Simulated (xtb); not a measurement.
Cl3Hf, charge +1, singlet, from a rough starting geometry (GFN-xTB shapes and energies of metal compounds can be far from the true ones) (the multiplicity is a formal guess); GFN2-xTB (xtb 6.7.1).

xtb was given this input:
```
$ xtb mol.xyz --gfn 2 --chrg 1 --opt vtight --json

# file mol.xyz
4

Hf     0.15724433     0.62274579     0.32183496
Cl     1.81926660    -0.45930220    -0.58433305
Cl    -0.79800314    -1.01104484     1.51140038
Cl    -1.21965238     0.87381700    -1.32711646
```

What the program printed (banner, timings and long lists left out):

```
   ID    Z sym.   atoms
    1   72 Hf     1
    2   17 Cl     2-4

           -------------------------------------------------
          |                Calculation Setup                |
           -------------------------------------------------

           -------------------------------------------------
          |                 G F N 2 - x T B                 |
           -------------------------------------------------

          ...................................................
          :                      SETUP                      :
          :.................................................:
          :  # basis functions                  40          :
          :  # atomic orbitals                  36          :
          :  # shells                           12          :
          :  # electrons                        24          :
          :  max. iterations                   250          :
          :  Hamiltonian                  GFN2-xTB          :
          :  restarted?                      false          :
          :  GBSA solvation                  false          :
          :  PC potential                    false          :
          :  electronic temp.          300.0000000     K    :
          :  accuracy                    1.0000000          :
          :  -> integral cutoff          0.2500000E+02      :
          :  -> integral neglect         0.1000000E-07      :
          :  -> SCF convergence          0.1000000E-05 Eh   :
          :  -> wf. convergence          0.1000000E-03 e    :
          :  Broyden damping             0.4000000          :
          :  net charge                          1          :
          :  unpaired electrons                  0          :
          ...................................................

 iter      E             dE          RMSdq      gap      omega  full diag
   1      1.5813490  0.158135E+01  0.520E+01    1.08       0.0  T
   2    -11.2837642 -0.128651E+02  0.328E+01   13.93       1.0  T
   3    -12.6741202 -0.139036E+01  0.240E+01   11.19       1.0  T
   4    -13.6943137 -0.102019E+01  0.201E+01    6.47       1.0  T
   5    -13.3733962  0.320918E+00  0.193E+01    8.08       1.0  T
   6    -14.7773162 -0.140392E+01  0.531E+00    2.84       1.0  T
   7    -14.7281408  0.491754E-01  0.616E+00    3.19       1.0  T
   8    -14.7041067  0.240341E-01  0.610E+00    3.42       1.0  T
   9    -14.7397763 -0.356696E-01  0.517E+00    3.39       1.0  T
  10    -14.8032805 -0.635042E-01  0.328E+00    2.94       1.0  T
  11    -14.7965231  0.675740E-02  0.343E+00    3.02       1.0  T
  12    -14.7866531  0.986999E-02  0.253E+00    3.32       1.0  T
  13    -14.8067621 -0.201090E-01  0.163E+00    3.16       1.0  T
  14    -14.8193633 -0.126012E-01  0.104E+00    2.99       1.0  T
  15    -14.8245905 -0.522715E-02  0.644E-01    2.86       1.0  T
  16    -14.8269778 -0.238734E-02  0.136E-01    2.72       1.0  T
  17    -14.8269921 -0.143157E-04  0.662E-02    2.71       1.0  T
  18    -14.8270088 -0.166891E-04  0.232E-02    2.70       2.2  T
  19    -14.8270086  0.249700E-06  0.147E-02    2.71       3.4  T
  20    -14.8270076  0.973026E-06  0.144E-02    2.70       3.5  T
  21    -14.8270090 -0.140537E-05  0.139E-03    2.71      36.0  T
  22    -14.8270090  0.190526E-07  0.306E-03    2.71      16.3  T
  23    -14.8270090 -0.191209E-07  0.176E-03    2.71      28.4  T
  24    -14.8270090 -0.248159E-08  0.113E-03    2.71      44.1  T
  25    -14.8270090  0.554756E-10  0.490E-04    2.71     102.1  T
  26    -14.8270090 -0.875175E-10  0.369E-04    2.71     135.5  T

   *** convergence criteria satisfied after 26 iterations ***

         :::::::::::::::::::::::::::::::::::::::::::::::::::::
         ::                     SUMMARY                     ::
         :::::::::::::::::::::::::::::::::::::::::::::::::::::
         :: total energy             -14.797892921572 Eh    ::
         :: gradient norm              0.030798525212 Eh/a0 ::
         :: HOMO-LUMO gap              2.706400886872 eV    ::
         ::.................................................::
         :: SCC energy               -14.827008038909 Eh    ::
         :: -> isotropic ES            0.089347240596 Eh    ::
         :: -> anisotropic ES         -0.002929390445 Eh    ::
         :: -> anisotropic XC         -0.006642046332 Eh    ::
         :: -> dispersion             -0.004280687313 Eh    ::
         :: repulsion energy           0.029115117337 Eh    ::
         :: add. restraining           0.000000000000 Eh    ::
         :: total charge               1.000000000000 e     ::
         :::::::::::::::::::::::::::::::::::::::::::::::::::::

      -----------------------------------------------------------
     |                   =====================                   |
     |                        A N C O P T                        |
     |                   =====================                   |
     |               Approximate Normal Coordinate               |
     |                Rational Function Optimizer                |
      -----------------------------------------------------------
      -----------------------------------------------------------
     |                   =====================                   |
     |                        A N C O P T                        |
     |                   =====================                   |
     |               Approximate Normal Coordinate               |
     |                Rational Function Optimizer                |
      -----------------------------------------------------------

          ...................................................
          :                      SETUP                      :
          :.................................................:
          :   optimization level         verytight          :
          :   max. optcycles                   200          :
          :   ANC micro-cycles                  20          :
[...]
 * total energy  :   -14.7978929 Eh     change       -0.5579643E-09 Eh
 * total energy  :   -14.7992771 Eh     change       -0.1384185E-02 Eh
 * total energy  :   -14.7995763 Eh     change       -0.2992430E-03 Eh
 * total energy  :   -14.7996074 Eh     change       -0.3100081E-04 Eh
 * total energy  :   -14.7996089 Eh     change       -0.1598694E-05 Eh
 * total energy  :   -14.7996097 Eh     change       -0.7228156E-06 Eh
 * total energy  :   -14.7996097 Eh     change       -0.1484809E-08 Eh
   *** GEOMETRY OPTIMIZATION CONVERGED AFTER 7 ITERATIONS ***
[...]
          :  Broyden damping             0.4000000          :
          :  net charge                          1          :
          :  unpaired electrons                  0          :
          ...................................................

 iter      E             dE          RMSdq      gap      omega  full diag
   1    -14.8213795 -0.148214E+02  0.443E-05    2.70       0.0  T
   2    -14.8213795 -0.502709E-12  0.355E-05    2.70    1408.0  T
   3    -14.8213795  0.160227E-11  0.309E-05    2.70    1617.6  T

   *** convergence criteria satisfied after 3 iterations ***

         :::::::::::::::::::::::::::::::::::::::::::::::::::::
         ::                     SUMMARY                     ::
         :::::::::::::::::::::::::::::::::::::::::::::::::::::
         :: total energy             -14.799609673848 Eh    ::
         :: gradient norm              0.000042686796 Eh/a0 ::
         :: HOMO-LUMO gap              2.702841158626 eV    ::
         ::.................................................::
         :: SCC energy               -14.821378403055 Eh    ::
         :: -> isotropic ES            0.085642055517 Eh    ::
         :: -> anisotropic ES         -0.002681462523 Eh    ::
         :: -> anisotropic XC         -0.005971081020 Eh    ::
         :: -> dispersion             -0.004241483382 Eh    ::
         :: repulsion energy           0.021768729207 Eh    ::
         :: add. restraining           0.000000000000 Eh    ::
         :: total charge               1.000000000000 e     ::
         :::::::::::::::::::::::::::::::::::::::::::::::::::::

           -------------------------------------------------
          |                Property Printout                |
           -------------------------------------------------

    * Orbital Energies and Occupations

         #    Occupation            Energy/Eh            Energy/eV
      -------------------------------------------------------------
         1        2.0000           -1.2851073             -34.9695
         2        2.0000           -1.2851002             -34.9694
         3        2.0000           -1.2808175             -34.8528
         4        2.0000           -0.8187232             -22.2786
         5        2.0000           -0.6716248             -18.2758
         6        2.0000           -0.6556332             -17.8407
         7        2.0000           -0.6556273             -17.8405
         8        2.0000           -0.6399545             -17.4140
         9        2.0000           -0.6399511             -17.4140
        10        2.0000           -0.6354794             -17.2923
        11        2.0000           -0.6354724             -17.2921
        12        2.0000           -0.6310057             -17.1705 (HOMO)
        13                         -0.5316781             -14.4677 (LUMO)
        14                         -0.5213337             -14.1862
        15                         -0.5213333             -14.1862
        16                         -0.4989313             -13.5766
        17                         -0.4989262             -13.5765
        18                         -0.4405139             -11.9870
        19                         -0.1842371              -5.0133
        20                         -0.1842348              -5.0133
        21                         -0.1840050              -5.0070
        22                         -0.1838012              -5.0015
        23                         -0.1809136              -4.9229
       ...                                ...                  ...
        36                          0.2345395               6.3821
      -------------------------------------------------------------
                  HL-Gap            0.0993276 Eh            2.7028 eV
             Fermi-level           -0.5813419 Eh          -15.8191 eV

     #   Z          covCN         q      C6AA      α(0)
     1  72 Hf       2.194     0.996   574.548    65.687
     2  17 Cl       0.732     0.001    98.905    15.212
     3  17 Cl       0.732     0.001    98.905    15.212
     4  17 Cl       0.732     0.001    98.905    15.212

 Mol. C6AA /au·bohr⁶  :       2781.294004
 Mol. C8AA /au·bohr⁸  :     274126.913470
 Mol. α(0) /au        :        111.322861

Wiberg/Mayer (AO) data.
largest (>0.10) Wiberg bond orders for each atom

 ---------------------------------------------------------------------------
     #   Z sym  total        # sym  WBO       # sym  WBO       # sym  WBO
 ---------------------------------------------------------------------------
     1  72 Hf   3.827 --     2 Cl   1.276     3 Cl   1.276     4 Cl   1.276
     2  17 Cl   1.644 --     1 Hf   1.276     4 Cl   0.184     3 Cl   0.184
     3  17 Cl   1.644 --     1 Hf   1.276     4 Cl   0.184     2 Cl   0.184
     4  17 Cl   1.644 --     1 Hf   1.276     2 Cl   0.184     3 Cl   0.184
 ---------------------------------------------------------------------------

Topologies differ in total number of bonds
Writing topology from bond orders to xtbtopo.mol

molecular dipole:
                 x           y           z       tot (Debye)
 q only:        0.305       1.147       0.660
   full:        0.396       1.464       0.855       4.426
molecular quadrupole (traceless):
                xx          xy          yy          xz          yz          zz
 q only:       -0.777       0.521       1.044       0.299       1.127      -0.267
  q+dip:       -1.345       0.914       1.781       0.535       1.975      -0.436
   full:       -1.708       1.171       2.242       0.693       2.528      -0.534

optimized geometry written to: xtbopt.xyz

           -------------------------------------------------
          | TOTAL ENERGY              -14.799609673848 Eh   |
          | GRADIENT NORM               0.000042686796 Eh/α |
          | HOMO-LUMO GAP               2.702841158626 eV   |
           -------------------------------------------------

normal termination of xtb
```
